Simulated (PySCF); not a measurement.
# Löwdin shares of the frontier orbitals

2-fluoropyrimidine, C4H3FN2.
Geometry (PBE0-D3(BJ)/def2-SVP, Å), atoms numbered from 1 in this order:
```
atom  x, y, z in Å
F1     2.5163   -0.1169   -0.1756
C2     1.2068   -0.0882   -0.0694
N3     0.6073   -1.2611   -0.0568
C4    -0.7180   -1.2265    0.0482
C5    -1.4256   -0.0303    0.1391
C6    -0.6608    1.1336    0.1132
N7     0.6648    1.1099    0.0081
H8    -1.2336   -2.1934    0.0596
H9    -2.5123   -0.0063    0.2245
H10   -1.1291    2.1221    0.1789
```

Method used: PySCF, TDDFT PBE0/def2-SVPD, vertical, gas phase, core orbitals frozen in the response.

Kohn–Sham orbitals with the atoms that hold most of them (Löwdin shares over 4%, at most four atoms; ? is withheld):

```
orbital  ε (eV)                           atoms
 LUMO+2    0.67  C5 22%, C4 17%, C6 17%, H9 16%
 LUMO+1   -0.97  C2 23%, C5 22%, C4 12%, C6 12%
   LUMO   -1.74                               ?
   HOMO   -7.94    N3 34%, N7 34%, C4 7%, C6 7%
 HOMO-1   -8.43                               ?
 HOMO-2   -9.76  N7 27%, N3 27%, C4 16%, C6 16%
 HOMO-3   -9.77   N7 31%, N3 31%, C2 11%, C5 8%
```

Which atoms hold the HOMO-1, and with what shares?

C5 (bonded to 2 C and H) 30%; C2 (bonded to F and 2 N) 12%; C6 (bonded to C, N and H) 12%; C4 (bonded to C, N and H) 12%.

Give the leading atoms of the LUMO.

C6 (bonded to C, N and H) 23%; C4 (bonded to C, N and H) 23%; N3 (bonded to 2 C) 18%; N7 (bonded to 2 C) 18%. By element: carbon 45% or more, nitrogen 36%.

The HOMO–LUMO gap is 6.20 eV. Where does the response calculation put the lowest singlet, and from which orbitals?

S1 is at 4.43 eV (f = 0.0049), 1.77 eV below the gap, made of HOMO→LUMO (100%). 

One configuration dominates each of S1, S2, S3 and S5. Which, and how do the shares of the two leading atoms of either orbital change from the occupied to the empty one?

- S1 (4.43 eV, f 0.0049), HOMO→LUMO (100%): N3 34% → 18%, N7 34% → 18%, C6 7% → 23%, C4 7% → 23%
- S2 (5.18 eV, f 0.0000), HOMO→LUMO+1 (99%): N3 34% → at most 12%, N7 34% → at most 12%, C2 at most 7% → 23%, C5 at most 7% → 22%
- S3 (5.69 eV, f 0.070), HOMO-1→LUMO (86%): C5 30% → at most 18%, C2 12% → at most 18%, C6 12% → 23%, C4 12% → 23%
- S5 (6.78 eV, f 0.060), HOMO-1→LUMO+1 (78%): C5 30% → 22%, C2 12% → 23%

Löwdin shares depend on the basis, the more so with diffuse functions.

Hardware: Arm Neoverse V2, one thread, shared host. Cost: 49 s of wall time.
